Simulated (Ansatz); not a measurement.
Steps of a relaxation of `[F][GeH]1[CH2][Te]1` with RKS PBE0-D4/def2-TZVP.

```sh
$ ansatz run in.yaml --threads 4 --pin off --events-out ev --progress --plain --max-ram 10444MiB
```

```yaml
crystal:
  periodic: [false, false, false]
  atoms:
    - {symbol: F, position_ang: [0.542906, -1.808163, -1.321449]}
    - {symbol: Ge, position_ang: [-0.169073, -0.920860, 0.023086]}
    - {symbol: C, position_ang: [-0.004120, 0.999343, -0.101463]}
    - {symbol: Te, position_ang: [1.366104, 0.305580, 1.599252]}
    - {symbol: H, position_ang: [-1.431593, -1.701191, 0.443025]}
    - {symbol: H, position_ang: [0.575194, 1.406954, -0.947021]}
    - {symbol: H, position_ang: [-0.818318, 1.650436, 0.258871]}
basis:
  gaussian: {orbitals: def2-TZVP}
hamiltonian: {xc: pbe0, dispersion: d4}
relax: {f_tol: 0.005, max_steps: 150}
```

Positions (Å) and forces (eV/Å) along the path, 8 of 8 steps:

```xyz
7
step=1 energy=-67606.1649 eV
F     0.543   -1.808   -1.321   -0.267    0.364    0.537
Ge   -0.169   -0.921    0.023    0.263    0.022   -0.223
C    -0.004    0.999   -0.101    0.056    0.122    0.018
Te    1.366    0.306    1.599   -0.486   -0.040   -0.580
H    -1.432   -1.701    0.443    0.248    0.149   -0.081
H     0.575    1.407   -0.947   -0.296   -0.234    0.508
H    -0.818    1.650    0.259    0.483   -0.383   -0.179
7
step=2 energy=-67606.1951 eV
F     0.554   -1.798   -1.296   -0.162    0.165    0.211
Ge   -0.176   -0.916    0.024   -0.072   -0.320   -0.425
C    -0.010    0.990   -0.103   -0.039    0.250   -0.112
Te    1.324    0.306    1.529    0.370    0.075    0.458
H    -1.421   -1.695    0.444    0.026    0.040   -0.037
H     0.584    1.402   -0.919   -0.215   -0.087    0.061
H    -0.795    1.643    0.275    0.091   -0.124   -0.156
7
step=3 energy=-67606.2090 eV
F     0.537   -1.780   -1.308   -0.047    0.078    0.145
Ge   -0.164   -0.915    0.032   -0.045   -0.126   -0.250
C     0.006    0.990   -0.090   -0.087    0.041   -0.093
Te    1.340    0.307    1.566    0.094    0.074    0.081
H    -1.418   -1.682    0.436    0.008   -0.001    0.015
H     0.565    1.384   -0.934   -0.012   -0.026    0.094
H    -0.805    1.627    0.252    0.088   -0.040    0.008
7
step=4 energy=-67606.2113 eV
F     0.543   -1.785   -1.301   -0.042    0.055    0.083
Ge   -0.171   -0.915    0.025    0.031   -0.031   -0.096
C     0.002    0.989   -0.093   -0.032    0.021   -0.033
Te    1.344    0.311    1.563    0.005    0.002    0.005
H    -1.422   -1.686    0.433    0.010    0.005    0.008
H     0.564    1.387   -0.932   -0.010   -0.018    0.044
H    -0.799    1.631    0.260    0.037   -0.033   -0.011
7
step=5 energy=-67606.2117 eV
F     0.542   -1.783   -1.300   -0.008    0.009    0.014
Ge   -0.172   -0.915    0.023    0.017    0.005   -0.022
C     0.001    0.988   -0.095   -0.008    0.002   -0.009
Te    1.344    0.311    1.562   -0.004   -0.008    0.006
H    -1.421   -1.686    0.434    0.001    0.002    0.008
H     0.567    1.388   -0.929    0.000   -0.005    0.001
H    -0.799    1.629    0.258    0.002   -0.005    0.002
7
step=6 energy=-67606.2117 eV
F     0.542   -1.783   -1.303   -0.005   -0.002   -0.001
Ge   -0.171   -0.915    0.020   -0.006    0.000    0.012
C     0.000    0.988   -0.095    0.003   -0.004   -0.004
Te    1.341    0.309    1.564    0.003    0.002    0.000
H    -1.419   -1.682    0.440    0.004   -0.005   -0.008
H     0.568    1.387   -0.929    0.000    0.007    0.002
H    -0.800    1.628    0.258    0.000    0.001   -0.002
7
step=7 energy=-67606.2117 eV
F     0.540   -1.782   -1.303    0.002   -0.003    0.001
Ge   -0.171   -0.915    0.022   -0.001    0.001   -0.006
C     0.001    0.988   -0.096   -0.005   -0.001    0.003
Te    1.341    0.310    1.564    0.001    0.001    0.002
H    -1.419   -1.686    0.439    0.003    0.004   -0.002
H     0.569    1.389   -0.928   -0.003   -0.004   -0.001
H    -0.800    1.628    0.256    0.003    0.002    0.003
7
step=8 energy=-67606.2117 eV
F     0.541   -1.783   -1.302    0.000   -0.001    0.000
Ge   -0.171   -0.915    0.021    0.000    0.001   -0.001
C     0.000    0.988   -0.095    0.000    0.000    0.001
Te    1.342    0.310    1.564    0.000    0.000    0.000
H    -1.419   -1.685    0.438    0.000    0.000    0.000
H     0.568    1.388   -0.928    0.000    0.000    0.000
H    -0.800    1.628    0.258    0.000    0.000    0.000
```

It took 23 s on 4 threads of an Arm Neoverse V2 on a shared host, with 0.5 GiB of host memory at the peak.
